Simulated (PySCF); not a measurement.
All values below come from ωB97X-D3(BJ)/def2-TZVP // PBE0-D3(BJ)/def2-TZVP (PySCF). Gas-phase values, no solvent. Excitations are Tamm–Dancoff values on a coarser integration grid. The basis has no diffuse functions, so Rydberg states are missing or too high.

Reference species (SMILES): `C1[SiH2][Si@@H]1[SiH3]` (neutral, multiplicity 1).

The HOMO–LUMO gap comes out as 10.33 eV and the T1 excitation (TDA) is 4.44 eV. The HOMO is -8.88 eV.

Changed species: `[SiH3]/[SiH]=C\[SiH3]`.

**Question.** Give the shifts of the HOMO–LUMO gap, T1 excitation (TDA) and HOMO.

**Answer.** the HOMO–LUMO gap falls by 1.35 eV, to 8.98 eV; the T1 excitation (TDA) falls by 1.80 eV, to 2.64 eV; the HOMO falls by 0.14 eV, to -9.02 eV.
